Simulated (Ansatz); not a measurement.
Total energies of `[CH3][Al]([NH2])[Cl]`.

```xyz
9

C     1.371   -0.408   -0.485
Al   -0.185    0.018    0.585
N    -1.718    0.562   -0.089
Cl   -0.121   -0.154    2.684
H     2.218    0.228   -0.211
H     1.184   -0.280   -1.554
H     1.687   -1.442   -0.318
H    -2.533    0.786    0.457
H    -1.902    0.691   -1.070
```

Total charge 0; spin multiplicity 1. The geometry is a stationary point of PBE0-D4/def2-TZVP. It is one conformer, not always the lowest. Basis def2-TZVPP, Ansatz.

RPA on PBE orbitals: Hartree–Fock energy of these orbitals -796.79788 Eh, correlation -1.09479 Eh (frozen core).

| functional | energy without D4 (Eh) | D4 term (kJ/mol) |
| --- | --- | --- |
| PBE | -798.23120 | -16.0 |
| revPBE | -798.51445 | -44.1 |
| BLYP | -798.64180 | -34.2 |
| r2SCAN | -798.57468 | -4.0 |
| B97M-V | -798.50241 | – |
| PBE0 | -798.30484 | -13.6 |
| r2SCANh | -798.56729 | -4.3 |
| r2SCAN0 | -798.55696 | -4.7 |
| HSE06 (plane-wave form) | -798.28554 | -12.8 |
| BHLYP | -798.63217 | -21.0 |
| LC-ωPBE | -798.42198 | – |
| ωB97X-V | -798.54859 | – |
| ωB97M-V | -798.60116 | – |
| B2PLYP | -798.35971 | – |

Q: Give the same for LDA (SPW92), B3LYP, CAM-B3LYP, PBE-QIDH. (Estimate.)

A: Ansatz gave: 
```csv
functional,energy without D4 (Eh),D4 term (kJ/mol)
LDA (SPW92),-795.30025,–
B3LYP,-798.73050,-25.7
CAM-B3LYP,-798.65948,-14.0
PBE-QIDH,-798.12391,–
```

B3LYP takes the VWN-RPA correlation (the form of Gaussian; ORCA's B3LYP/G). HSE06 is the plane-wave form, built on full-range PBE exchange. The double hybrids freeze the cores in their second-order part.

LC-ωPBE has ω = 0.4 bohr⁻¹.
